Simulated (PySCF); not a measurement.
CF2I, SMILES F[C](F)I (connectivity only; charge and spin as stated), charge +1, multiplicity 1.

Geometry optimised at PBE0-D3(BJ)/def2-SVP. The multiplicity is an assumed one; other spin states were not compared. The isomer is the one that the SMILES or the coordinates give; other isomers of the formula were not compared. The def2 effective core potentials stand for the cores of I; spin–orbit coupling is left out.

All values below come from TDA-CAM-B3LYP/def2-SVPD (PySCF).

Vertical excitations.  State labels are in the subgroup C2v.

| state | symmetry | energy (eV) | λ (nm) | f | main pairs |
|---|---|---|---|---|---|
| S1 | A2 | 3.55 | 349 | 0.000 | HOMO→LUMO 100 % |
| S2 | A1 | 5.22 | 237 | 0.181 | HOMO−1→LUMO 89 % |
| S3 | B2 | 5.33 | 233 | 0.003 | HOMO→LUMO+1 99 % |
| S4 | B1 | 5.72 | 217 | 0.001 | HOMO−1→LUMO+1 99 % |
| S5 | B1 | 7.29 | 170 | 0.008 | HOMO−2→LUMO 96 % |
| S6 | A2 | 8.47 | 146 | 0.000 | HOMO−3→LUMO 99 % |
| S7 | B2 | 8.93 | 139 | 0.094 | HOMO→LUMO+2 97 % |
| S8 | B1 | 9.41 | 132 | 0.154 | HOMO−1→LUMO+2 96 % |
| S9 | A1 | 9.85 | 126 | 0.000 | HOMO→LUMO+4 67 %, HOMO−2→LUMO+1 29 % |
| S10 | A2 | 10.14 | 122 | 0.000 | HOMO−1→LUMO+4 95 % |
| T1 | A1 | 3.24 | 383 | 0 | HOMO−1→LUMO 100 % |
| T2 | A2 | 3.33 | 373 | 0 | HOMO→LUMO 100 % |
| T3 | B2 | 4.35 | 285 | 0 | HOMO→LUMO+1 99 % |
| T4 | B1 | 4.79 | 259 | 0 | HOMO−1→LUMO+1 97 % |
Triplets are in the Tamm–Dancoff approximation.
